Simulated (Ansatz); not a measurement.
Start from `C#C[SiH](O)F` and change one atom or group to get `[OH][GeH2][C]#C[SiH](O)F`.

Ansatz, PBE0-D4/def2-TZVP geometries, multiplicity 1. Each molecule was computed in one conformer, which needn't be the lowest.

Scalar relativity is left out up to krypton.

```json
{"property": "HOMO energy (PBE0/def2-TZVPP) / eV", "`C#C[SiH](O)F`": "-8.73"}
{"property": "HOMO energy (ωB97M-V/def2-TZVPP) / eV", "`C#C[SiH](O)F`": "-11.01"}
{"property": "HOMO–LUMO gap (PBE0/def2-TZVPP) / eV", "`C#C[SiH](O)F`": "8.18"}
{"property": "size of the dipole moment (PBE/def2-TZVPP) / D", "`C#C[SiH](O)F`": "2.17"}
{"property": "HOMO–LUMO gap (PBE/def2-TZVPP) / eV", "`C#C[SiH](O)F`": "5.96"}
{"property": "HOMO energy (B3LYP/def2-TZVPP) / eV", "`C#C[SiH](O)F`": "-8.46"}
```

Q: What does the change do to each property? (An estimate is asked.)

A: Computed: 
```csv
property,`[OH][GeH2][C]#C[SiH](O)F`,shift
HOMO energy (PBE0/def2-TZVPP) / eV,-8.53,0.20
HOMO energy (ωB97M-V/def2-TZVPP) / eV,-10.76,0.25
HOMO–LUMO gap (PBE0/def2-TZVPP) / eV,7.30,-0.88
size of the dipole moment (PBE/def2-TZVPP) / D,1.45,-0.72
HOMO–LUMO gap (PBE/def2-TZVPP) / eV,5.10,-0.86
HOMO energy (B3LYP/def2-TZVPP) / eV,-8.28,0.18
```

With PBE0 the HOMO rises by 0.20 eV and the LUMO falls by 0.69 eV, so the gap narrows by about 0.89 eV. PBE moves the HOMO by 0.25 eV and ωB97M-V by 0.25 eV. Dipoles are sizes alone; their direction can turn.

B3LYP here is the variant with VWN-RPA as its local correlation; programs differ in this.
